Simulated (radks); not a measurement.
The numbers below are computed, except where a source is named.
Task: Numerical settings for the iridium ion Ir63+, [Ne] 3s2 3p2. Code: a radial shooting solver on a logarithmic mesh with Libxc functionals. Model: Dirac Kohn-Sham, BLYP, spin-unpolarised, spherical densities, finite nucleus; open shells are shared between the two j in proportion to 2j + 1; Fermi nuclear charge, rms radius 5.4032 fm. The defaults (mesh step 0.008 in ln r, mesh end at 40 bohr or more with all orbitals vanishing there, Anderson mixing 0.5 over 9 steps, residual threshold near 1e-9 with the energy settled to 1e-9 hartree or 1e-11 of itself, here a cap of 53 iterations) give E = -13195.2956 hartree and 3p3/2 at -6788.5 eV in 13 iterations. Run on one thread of a shared host, so times are rough (Arm Neoverse N1): 0.07 s of CPU time, 0.07 s wall, 13 iterations on 2189 mesh points. One setting is changed at a time: mesh step in ln r 0.012; mesh step in ln r 0.05; mesh step in ln r 0.005; mesh end (bohr) 12; mesh end (bohr) 1; residual threshold 0.01; residual threshold 0.001; mixing 0.01; linear mixing, mixing 0.2; linear mixing, mixing 0.8; mixing history 2; iteration cap 3. Which runs fail to converge, and which converge to a wrong energy?

Result: Not converged within the cap: linear mixing, mixing 0.2; iteration cap 3. No run marked as converged misses the energy by more than 1 mhartree.
